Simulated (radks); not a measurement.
Values are calculated unless marked as measured or tabulated.
Problem. Ionisation of the iodine ion I+, [Kr] 4d10 5s2 5p4, to [Kr] 4d10 5s2 5p3 as the strength of local exchange is varied. Level of theory: scalar-relativistic Kohn-Sham, Slater X-alpha exchange (alpha = 2/3 is LDA exchange), no correlation, spin-unpolarised, spherical densities, point nucleus (a radial shooting solver on a logarithmic mesh with Libxc functionals).

alpha  E(I+) (hartree)  exchange (hartree)  IE (eV)  -e of the level emptied (eV)  <r> of it (bohr)
0.667      -7105.23645          -169.86143   18.772                   14.286 (5p)             2.341
0.707      -7115.45617          -180.29258   19.251                   14.733 (5p)             2.322
0.804      -7140.29666          -205.70272   20.434                   15.845 (5p)             2.277
0.909      -7167.27784          -233.39128   21.752                   17.089 (5p)             2.231
0.924      -7171.14009          -237.36228   21.943                   17.271 (5p)             2.225
0.994      -7189.18974          -255.94485   22.847                   18.128 (5p)             2.196
1.035      -7199.78139          -266.86807   23.384                   18.638 (5p)             2.180
?          -7088.65904          -152.96970   18.008                   13.572 (5p)             2.373

Which alpha was used in the last row?

Solution. alpha = 0.602. NIST Atomic Spectra Database: 19.131 eV (measured). The Delta-SCF value meets it near alpha = 0.70. Spin polarisation and multiplet splitting are left out, so open shells lie too high by an amount that depends on their filling. Spin-orbit splitting is averaged out at the scalar-relativistic level.

Beside tabulated values, note that spin-unpolarised runs miss the spin-polarisation part of the exchange energy of open shells.
